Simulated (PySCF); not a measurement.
C8H7FO2.
SMILES with atom numbers: `[O:1]=[C:2]([OH:3])[CH2:4][c:5]1[cH:6][cH:7][cH:8][cH:9][c:10]1[F:11]`

NICS = −σ at a ghost point: NICS(0) at the centroid of the ring atoms, NICS(1) 1 Å to either side along the normal of their mean plane, zz for the tensor component along that normal. Level: GIAO PBE0/pcSseg-1 (PySCF, non-relativistic, gas phase) on the GFN2-xTB geometry, one conformer.

Ring bond lengths (Å), with Mayer bond orders in brackets: C5–C6 1.387 (1.41), C6–C7 1.384 (1.45), C7–C8 1.384 (1.44), C8–C9 1.384 (1.42), C9–C10 1.381 (1.46), C10–C5 1.389 (1.33).

What do the NICS probes read (ppm)?

```tsv
ring	type	NICS(0)	NICS(1), two faces	NICS(1)zz, two faces	rms pucker (Å)	centre to ring atoms, mean (Å)
C5–C6–C7–C8–C9–C10	6-membered carbocycle; formal bonds all aromatic	-10.2	-11.2 / -11.4	-27.8 / -28.2	0.00	1.38
```

What can be read from them?

- C5–C6–C7–C8–C9–C10: mean NICS(1)zz -28.0 ppm, shielded. For a flat ring without four-coordinate atoms the NICS criterion counts such a value as aromatic.

And the bond-length index? Use HOMA with the parameters of Krygowski (1993).

- C5–C6–C7–C8–C9–C10: HOMA 1.00 = 1 − EN − GEO, with mean bond length 1.385 Å, EN = α(Ropt − mean)² = 0.002 and GEO = α × variance = 0.002. The geometric and the magnetic index point the same way.

At the second NICS(1) probe listed for ring C5–C6–C7–C8–C9–C10, 1 Å off the ring, how large is the induced field along the normal in 11.7 T applied along it?

NICSzz × B0 = -28.2 ppm × 11.7 T = -330 μT, against the applied field.

What are the shieldings of the ring atoms and their hydrogens in the same run (means over atoms taken as equivalent)?

| atoms | environment | σ isotropic (ppm) |
| --- | --- | --- |
| C5 | substituted aromatic carbon | 58.3 |
| C6 | aromatic CH carbon | 49.0 |
| C7 | aromatic CH carbon | 57.9 |
| C8 | aromatic CH carbon | 52.0 |
| C9 | aromatic CH carbon | 65.6 |
| C10 | aromatic C–F carbon | 15.2 |
| H on C6 | aromatic hydrogen | 24.23 |
| H on C7 | aromatic hydrogen | 24.31 |
| H on C8 | aromatic hydrogen | 24.09 |
| H on C9 | aromatic hydrogen | 24.32 |

The values belong to the conformer `[O:1]=[C:2]([OH:3])[CH2:4][c:5]1[cH:6][cH:7][cH:8][cH:9][c:10]1[F:11]`: O1–C2–C4–C5 12°, C2–C4–C5–C6 -99°, H–O3–C2–O1 -1°.
